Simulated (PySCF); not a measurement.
C2NiO2, SMILES [O+]#[C-]->[Ni]<-[C-]#[O+], multiplicity 1. Atoms are numbered in the order given.

```xyz
5

Ni     0.0000     0.0000    -0.4845
O      0.0000    -2.6132     0.7393
C      0.0000    -1.6313     0.1448
O      0.0000     2.6132     0.7393
C      0.0000     1.6313     0.1448
```

The structure is a stationary point at B3LYP-D3(BJ)/def2-SVP. The spin state was assumed, not searched.

Two levels are set side by side: PBE/pcSseg-1 (PySCF) and PBE0/pcSseg-1 (PySCF). GIAO shifts against H2O (¹⁷O), TMS (¹³C) at the same level; non-relativistic, no solvent, atoms listed together averaged. Differences are taken from unrounded values.

| quantity | PBE0 |
|---|---|
| δ(¹⁷O) of O2, O4 (ppm) | 370.5 |
| δ(¹³C) of C3, C5 (ppm) | 186.8 |

**Question.** What does PBE give, and how far is it from PBE0? (An estimate is asked for; the answer gives what the named calculation found.)

**Answer.** 
```tsv
quantity	PBE	PBE minus PBE0
δ(¹⁷O) of O2, O4 (ppm)	356.0	-14.5
δ(¹³C) of C3, C5 (ppm)	175.5	-11.3
```

Rough cost on one machine, each run with all the roots and properties that it gave: PBE0 against PBE within a factor of 2.
